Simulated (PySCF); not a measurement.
**WOF₄: how level, basis and relativity move the structure**

Each row is its own optimisation.

Each entry is the lowest minimum that a search over a few typed start shapes (and spin states, where more than one is plausible) found, or that minimum re-optimised at the stated level; isomers with ligand–ligand bonds, or fragments after loss of a ligand pair, can lie lower. Open shells are unrestricted; no spin–orbit coupling; PySCF with density fitting.

```json
{"level": "PBE0/def2-SVP (scalar-relativistic core potentials)", "2S+1": "1", "point group": "C4v", "mean bond to W (Å)": "1.816", "lowest ω (cm⁻¹)": "105", "polar-tensor charge of W": "3.25", "dipole (D)": "0.36", "highest ω (cm⁻¹)": "1108"}
{"level": "B3LYP/def2-TZVP (scalar-relativistic core potentials)", "2S+1": "1", "point group": "C4v", "mean bond to W (Å)": "1.825", "lowest ω (cm⁻¹)": "100", "polar-tensor charge of W": "3.24", "dipole (D)": "0.42", "highest ω (cm⁻¹)": "1076"}
{"level": "PBE/def2-TZVP (scalar-relativistic core potentials)", "2S+1": "1", "point group": "C4v", "mean bond to W (Å)": "1.834", "lowest ω (cm⁻¹)": "98", "polar-tensor charge of W": "2.99", "dipole (D)": "0.48", "highest ω (cm⁻¹)": "1035"}
{"level": "PBE0/def2-TZVP (scalar-relativistic core potentials)", "2S+1": "1", "point group": "C4v", "mean bond to W (Å)": "1.812", "lowest ω (cm⁻¹)": "102", "polar-tensor charge of W": "3.31", "dipole (D)": "0.44", "highest ω (cm⁻¹)": "1104"}
```

Across these levels the mean bond spreads over 0.022 Å and the highest wavenumber over 73 cm⁻¹; all give the same point group.

Levels that gave another bonding pattern or an unsound solution are left out.
